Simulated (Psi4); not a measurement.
AlCl2, doublet, at a GFN2-xTB geometry (such geometries of metal compounds can be far from the true shape); CAM-B3LYP/3-21G (Psi4).

The Psi4 input:
```
memory 2 GB

molecule {
0 2
  Al    0.00160221    0.63542259    0.02351302
  Cl    1.85128917   -0.24859337    0.01717242
  Cl   -1.85251440   -0.23731802   -0.03515296
}

set basis 3-21g
set reference uks
set scf_type dfdirj+cosx

energy('cam-b3lyp')
print_variables()
```

Task: What does Psi4 print? Leave out banner, timings and long lists.

Result: 
```
   => Loading Basis Set <=

    Name: 3-21G
    Role: ORBITAL
    Keyword: BASIS

Traceback (most recent call last):
  File "psi4", line 375, in <module>
  File "<string>", line 25, in <module>
  File "site-packages/psi4/driver/driver.py", line 533, in energy
  File "site-packages/psi4/driver/procrouting/proc.py", line 2760, in run_scf
  File "site-packages/psi4/driver/procrouting/proc.py", line 1939, in scf_helper
  File "site-packages/psi4/driver/procrouting/proc.py", line 1433, in scf_wavefunction_factory
  File "site-packages/psi4/driver/procrouting/proc.py", line 1397, in build_functional_and_disp
  File "site-packages/psi4/driver/procrouting/dft/superfunctionals.py", line 135, in build_superfunctional

psi4.driver.p4util.exceptions.ValidationError: SCF: SCF_TYPE (DFDIRJ+COSX) not supported for range-separated functionals, plese use SCF_TYPE = 'DF' to automatically select the correct JK build.

Printing out the relevant lines from the Psithon --> Python processed input file:
    """)
    core.IO.set_default_namespace("")
    core.set_global_option("BASIS", "3-21g")
    core.set_global_option("REFERENCE", "uks")
    core.set_global_option("SCF_TYPE", "dfdirj+cosx")
--> energy('cam-b3lyp')
    print_variables()

!----------------------------------------------------------------------------------!
!                                                                                  !
!  SCF: SCF_TYPE (DFDIRJ+COSX) not supported for range-separated functionals,      !
!     plese use SCF_TYPE = 'DF' to automatically select the correct JK build.      !
!                                                                                  !
!----------------------------------------------------------------------------------!
```

The program refused the input.
